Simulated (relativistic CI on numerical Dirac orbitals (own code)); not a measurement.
**Hyperfine structure of Tl²⁹⁺, mass number 204**

Method of calculation: Dirac-Coulomb-Breit CI, separate exchange-only KLI orbitals for each configuration, model QED (radiative potential, 1s self-energy scaled to tabulated hydrogen-like ionisation energies), unscaled Slater integrals (own radial code, finite nucleus).

Configurations in the expansion (outside the closed core [Ar] 3d10 4p6 4d10): 4s2.4f6, 4s2.4f5.5s, 4s2.4f4.5s2, 4s.4f7, 4s2.4f5.6s, 4f8. Levels of other configurations are missing.

Nuclear spin I = 2, μ = 0.09 μN (tables of Stone and Pyykkö). The electronic factors are computed for point nuclear moments, without core polarisation or the Bohr-Weisskopf and QED corrections.

```json
{"Level": "4s2.4f6 7F_1", "E (eV)": "2.4918", "A (MHz)": "4.136"}
{"Level": "4s2.4f6 7F_2", "E (eV)": "4.5146", "A (MHz)": "49.61"}
{"Level": "4s2.4f6 7F_3", "E (eV)": "6.0520", "A (MHz)": "81.87"}
{"Level": "4s2.4f6 7F_4", "E (eV)": "7.2397", "A (MHz)": "103.1"}
{"Level": "4s2.4f6 7F_5", "E (eV)": "8.0645", "A (MHz)": "121.2"}
{"Level": "4s2.4f6 5D_2", "E (eV)": "13.5953", "A (MHz)": "117.7"}
{"Level": "4s2.4f6 5L_7", "E (eV)": "13.6503", "A (MHz)": "193"}
```

Levels with J = 0, under 50 % of one LS term, or S terms without an open s electron are left out. Small factors come from cancelling terms and can be off by tens of per cent or more.

At this charge energies of transitions that change n are usually good to better than 1 %, and those within a shell (Δn = 0) to a few per cent. Terms inside the open d or f shell come out 10 to 20 % too wide with unscaled integrals.

(1) Give the hyperfine levels of 4s2.4f6 7F_3 relative to its centre of gravity.

Answers

(1) With K = F(F + 1) − I(I + 1) − J(J + 1), E = AK/2: F = 1: -655, F = 2: -491.2, F = 3: -245.6, F = 4: 81.87, F = 5: 491.2 MHz.

LS names give the leading component of a level, which can be under half, so a name can repeat, a term be missing and a line seem to break the LS rules.
